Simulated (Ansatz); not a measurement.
Calculated with Ansatz (gas phase, PBE0-D4/def2-TZVP geometries, no zero-point term in ΔE). CCSD(T)/CBS is the MP2 limit (def2-TZVPP, def2-QZVPP) plus CCSD(T) − MP2 in def2-TZVPP, frozen cores. This one scheme is used for every species. DFT in def2-TZVPP. Elements past krypton have def2 core potentials. For Sn outer-core shells are correlated without core-valence functions, which leaves a few kJ/mol of doubt a bond. Each species was taken in one conformer, which may not be the lowest.

Reaction (cleavage of the Si–Sn bond): `[OH][SnH]([Cl])[SiH2]F` + H–F → `F[SiH2]F` + `[OH][SnH2][Cl]`

CCSD(T)/CBS gives -131.2 kJ/mol.

**Question.** Another level gave -134.0 kJ/mol. Which?
A. HF/def2-TZVPP
B. B2PLYP/def2-TZVPP
C. r2SCAN-D4/def2-TZVPP
D. PBE-D4/def2-TZVPP

**Answer.** C. r2SCAN-D4 -134.0, B2PLYP -141.4, HF/def2-TZVPP -165.5, PBE-D4 -111.4 kJ/mol.

Largest T1 diagnostic among the species: 0.013.

From PBE to PBE0 (25 % exact exchange), in def2-TZVPP and without D4, ΔE moves by −7.4 kJ/mol. The D4 term adds +9.0 kJ/mol with B3LYP and +5.3 kJ/mol with PBE0; it sums over pairs of atoms, weighted by their polarisabilities, and B3LYP, whose exchange is more repulsive, gets the larger term.

B3LYP here is the variant with VWN-RPA as its local correlation; programs differ in this.
